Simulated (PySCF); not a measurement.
**Dipole response of Sc (scandium, neutral)**

[Ar] 3d1 4s2, 2D determinant. Computed with PySCF 2.14 in aug-cc-pwCVTZ, with no relativity, point nucleus. Coupled (time-dependent) response in atomic units; α is the mean over directions.

```tsv
method	mean α (bohr³)	α xx, yy, zz	C₆ (like pair)	S(−4)
revPBE	131.5	127.5, 127.5, 139.5	1627	9913
```

S(−4) is the Cauchy moment in α(ω) = α(0) + S(−4) ω² + …

Reference α: 97 ± 10 bohr³ (recommended; Schwerdtfeger and Nagle, table of static dipole polarizabilities (2023 update)). Published C₆: 1383 (Chu and Dalgarno (2004); Tang, Norbeck and Certain (1976)).

α(iu) at revPBE:

```json
{"u (hartree)": "0", "α(iu) (bohr³)": "131.5"}
{"u (hartree)": "0.0500", "α(iu) (bohr³)": "111.3"}
{"u (hartree)": "0.100", "α(iu) (bohr³)": "78.06"}
{"u (hartree)": "0.200", "α(iu) (bohr³)": "37.95"}
{"u (hartree)": "0.300", "α(iu) (bohr³)": "21.91"}
{"u (hartree)": "0.500", "α(iu) (bohr³)": "10.63"}
{"u (hartree)": "0.750", "α(iu) (bohr³)": "6.089"}
{"u (hartree)": "1.00", "α(iu) (bohr³)": "4.140"}
{"u (hartree)": "1.50", "α(iu) (bohr³)": "2.381"}
{"u (hartree)": "2.00", "α(iu) (bohr³)": "1.572"}
{"u (hartree)": "3.00", "α(iu) (bohr³)": "0.8389"}
{"u (hartree)": "5.00", "α(iu) (bohr³)": "0.3605"}
```

The components differ because the open shell of this determinant is not spherical; for a pure term their mean is the scalar polarisability.

⟨L²⟩ = 7.47 against 6 for a pure D term, so this real determinant mixes terms. ⟨S²⟩ = 1.17 against 0.75 shows spin contamination.
